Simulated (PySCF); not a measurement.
## Functional benchmark on one molecule

Molecule: SMILES COC1CCCC1, C6H12O.

Molfile (atoms numbered from 1):
```
C6H12O
     RDKit          3D

 19 19  0  0  0  0  0  0  0  0999 V2000
    2.6869   -0.5552    0.0471 C   0  0  0  0  0  0  0  0  0  0  0  0
    1.5980    0.1735    0.5165 O   0  0  0  0  0  0  0  0  0  0  0  0
    0.5742    0.3466   -0.4326 C   0  0  0  0  0  0  0  0  0  0  0  0
   -0.2044   -0.9574   -0.7254 C   0  0  0  0  0  0  0  0  0  0  0  0
   -1.6818   -0.5728   -0.6614 C   0  0  0  0  0  0  0  0  0  0  0  0
   -1.7116    0.4895    0.4340 C   0  0  0  0  0  0  0  0  0  0  0  0
   -0.4684    1.3266    0.1330 C   0  0  0  0  0  0  0  0  0  0  0  0
    3.4497   -0.5700    0.8385 H   0  0  0  0  0  0  0  0  0  0  0  0
    3.1303   -0.0960   -0.8598 H   0  0  0  0  0  0  0  0  0  0  0  0
    2.4273   -1.6032   -0.2004 H   0  0  0  0  0  0  0  0  0  0  0  0
    1.0211    0.7492   -1.3645 H   0  0  0  0  0  0  0  0  0  0  0  0
    0.0826   -1.4410   -1.6709 H   0  0  0  0  0  0  0  0  0  0  0  0
    0.0268   -1.6608    0.0919 H   0  0  0  0  0  0  0  0  0  0  0  0
   -2.3419   -1.4314   -0.4649 H   0  0  0  0  0  0  0  0  0  0  0  0
   -2.0047   -0.1302   -1.6198 H   0  0  0  0  0  0  0  0  0  0  0  0
   -2.6401    1.0797    0.4502 H   0  0  0  0  0  0  0  0  0  0  0  0
   -1.6130    0.0067    1.4208 H   0  0  0  0  0  0  0  0  0  0  0  0
   -0.0506    1.8409    1.0097 H   0  0  0  0  0  0  0  0  0  0  0  0
   -0.7037    2.0949   -0.6200 H   0  0  0  0  0  0  0  0  0  0  0  0
  1  2  1  0
  2  3  1  0
  3  4  1  0
  4  5  1  0
  5  6  1  0
  6  7  1  0
  7  3  1  0
  1  8  1  0
  1  9  1  0
  1 10  1  0
  3 11  1  0
  4 12  1  0
  4 13  1  0
  5 14  1  0
  5 15  1  0
  6 16  1  0
  6 17  1  0
  7 18  1  0
  7 19  1  0
M  END
```

Geometry PBE0-D3(BJ)/def2-SVP throughout; GIAO in PySCF 2.14.0 with density-fitted response routines, gas phase, one conformer, non-relativistic; equivalent atoms averaged; basis pcSseg-1.

Reference values (measured; solution, not stated per compound (mostly CDCl3 or CCl4); Pretsch, Buehlmann, Badertscher, Structure Determination of Organic Compounds, 4th ed. (2009)): δ(C3) = 82.2 ppm, δ(C4/C7) = 31.4 ppm, δ(C5/C6) = 23.1 ppm. Computed shifts are taken against TMS, calculated as an isolated molecule at each level.

Question: How do the functionals HF, BLYP, OPBE, B97-D, PBE0, mPW1PW91, B97-2, wB97X-D, LC-wPBE perform against the reference? Times are CPU seconds on shared hosts with different chips, so compare them loosely; the GGAs took longer than the global hybrids here, which isn't the general rule, and the cause wasn't traced.

Answer: 
```
functional                    kind    C3  C4/C7  C5/C6  mean abs. error C  core-s
        HF            Hartree–Fock  71.4   32.7   25.3                4.8     8.4
      BLYP                     GGA  88.1   39.3   31.5                7.4      30
      OPBE                     GGA  81.5   36.0   29.4                3.9      31
     B97-D                     GGA  84.8   37.8   30.6                5.5      29
      PBE0           global hybrid  82.5   36.5   28.9                3.7      23
  mPW1PW91           global hybrid  82.4   36.6   29.0                3.8      20
     B97-2           global hybrid  81.7   36.4   29.1                3.8      19
   wB97X-D  range-separated hybrid  82.0   36.5   28.5                3.6      29
   LC-wPBE  range-separated hybrid  80.1   35.4   26.9                3.3      32
```

For 13C the closest is LC-wPBE (3.3 ppm, with wB97X-D practically level) and the furthest BLYP (7.4 ppm). One molecule is a small sample, and vibrational and solvent effects are absent from the calculation.
